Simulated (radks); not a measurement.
Neutral indium inside a hard spherical wall (all orbitals vanish at R), configuration held at [Kr] 4d10 5s2 5p1 and not refilled when levels cross. All-electron calculation, scalar-relativistic Kohn-Sham, PBE, spin-polarised, spherical densities, finite nucleus; open shells are filled with parallel spins first (spin-orbit coupling, left out, can overturn this in heavy ions); Fermi nuclear charge, rms radius 4.6156 fm. Program: a radial shooting solver on a logarithmic mesh with Libxc functionals. Eigenvalues in eV for spin up, with the zero of energy where the potential of the charges vanishes at infinity; a dash marks a level that is unbound or too diffuse for the functional's potential to be trusted. A positive occupied level is held by the wall or, in an anion where self-interaction has pushed it up, behind a barrier. The pressure on the wall is -dE/dV.

| R (bohr) | E (hartree) | kinetic (hartree) | e(4p) | e(4d) | e(5s) | e(5p) | e(6s, empty) | e(5d, empty) | pressure (GPa) |
|---|---|---|---|---|---|---|---|---|---|
| free | -5881.49996 | 6130.008 | -78.083 | -18.604 | -8.443 | -2.779 | - | - | 0 |
| 20 | -5881.49996 | 6130.008 | -78.083 | -18.604 | -8.443 | -2.779 | -0.476 | 0.491 | < 0.0001 |
| 15 | -5881.49995 | 6130.008 | -78.080 | -18.602 | -8.441 | -2.776 | -0.353 | 0.774 | 0.000138 |
| 10 | -5881.49877 | 6130.017 | -77.976 | -18.498 | -8.362 | -2.684 | 0.719 | 1.884 | 0.0241 |
| 8 | -5881.49307 | 6130.050 | -77.696 | -18.223 | -8.158 | -2.393 | 2.662 | 3.260 | 0.228 |
| 7 | -5881.48249 | 6130.106 | -77.343 | -17.879 | -7.895 | -1.984 | 4.851 | 4.597 | 0.800 |
| 6 | -5881.45263 | 6130.253 | -76.635 | -17.193 | -7.322 | -1.076 | 9.030 | 6.952 | 3.19 |
| 3 | -5879.47983 | 6137.936 | -62.904 | -4.098 | 12.449 | 25.603 | 94.908 | 50.726 | 857 |
| 2 | -5867.64167 | 6180.316 | -28.033 | 33.381 | 94.433 | 120.96 | 324.08 | 166.47 | 18700 |
| 1.5 | -5831.48796 | 6296.024 | 39.357 | 110.52 | 286.51 | 325.51 | 744.39 | 381.02 | 149000 |
